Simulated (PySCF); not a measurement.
Species: C₂H₈BN.
Bonds: C1–B2, B2–N3, N3–C4. Hydrogens: H5, H6, H7 on C1; H8 on B2; H9 on N3; H10, H11, H12 on C4.

Method used: MP2 and CCSD/aug-cc-pVDZ in PySCF, restricted Hartree–Fock reference, 4 core orbitals frozen, non-relativistic, gas phase, PBE0-D3(BJ)/def2-SVP geometry.

E(HF) = -159.58612 Eh.

(1) How large is the problem?

(2) What are the MP2 and CCSD correlation energies?

(3) What is the T1 diagnostic?

(4) How does correlation change the dipole moment?

Answers

(1) 164 basis functions and 32 electrons; 4 orbitals frozen, which leaves o = 12 correlated occupied and v = 148 virtual orbitals. That is o·v = 1776 singles and o·v(o·v + 1)/2 = 1577976 distinct closed-shell doubles amplitudes before symmetry; the costliest CCSD step grows as o²v⁴ = 6.9 × 10^10.

(2) MP2 -0.5725 Eh and CCSD -0.6255 Eh, which gives totals of -160.15860 and -160.21159 Eh. That is 0.709 eV for each correlated electron at CCSD (1642 kJ/mol in all, 0.390 % of the total energy); MP2 gives 91.5 % of the CCSD value.

(3) 0.0121, below the customary warning level of 0.02. It is the norm of the spatial-orbital singles amplitudes over the root of the number of correlated electrons, so the norm is 0.059.

(4) HF gives 1.39 D and CCSD (unrelaxed density) 1.65 D, a change of +0.26 D.

Connected triples and the basis-set limit are missing.

Conformer computed: `[CH3:1][BH:2][NH:3][CH3:4]`: C1–B2–N3–C4 180°.

One conformer stands for the species.
